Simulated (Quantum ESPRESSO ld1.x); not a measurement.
The numbers below are computed, except where a source is named.
One sound ld1.x (Quantum ESPRESSO 7.5) input for neutral nitrogen gives E = -54.1658 hartree in 17 iterations:

```
 &input
    zed=7.0,
    iswitch=1,
    rel=1,
    lsd=1,
    dft='PW',
    config='[He] 2s2 2p3',
    verbosity='high',
    prefix='ld1',
    max_out_wfc=37,
    file_charge='ld1.rho',
 /
```

Changed or added lines, one case at a time, and what came of them:

- zed=0.0: crashed. A zed of zero is read as not set; no element symbol is given either, so there is no nucleus and the run dies.
- config='[He] 2s2 2p3 1s1': refused. The program stops in occ_spin with "wrong occupations": the bracketed core already holds 1s.
- atom='N': harmless. atom and zed name the same element, and the result equals that of the sound run.
- xmin=-14.0: usable despite the warning. The mesh starts very near the nucleus, where rounding noise provokes warnings (final residual 2e-15); the energy differs from the default mesh by less than 1e-5 hartree, which is rather the error of the default start.
- config='[He] 2s2 2p3 5g1': refused. The program stops in el_config with "l not found:G": the config string knows s, p, d and f alone.
- config='[He] 2s2 2p3 1p1': refused. The program stops in el_config with "main/angular quantum number mismatch": l must be smaller than n.
- rel=4: refused. The program stops in ld1_readin with "wrong rel": rel takes 0, 1 or 2.
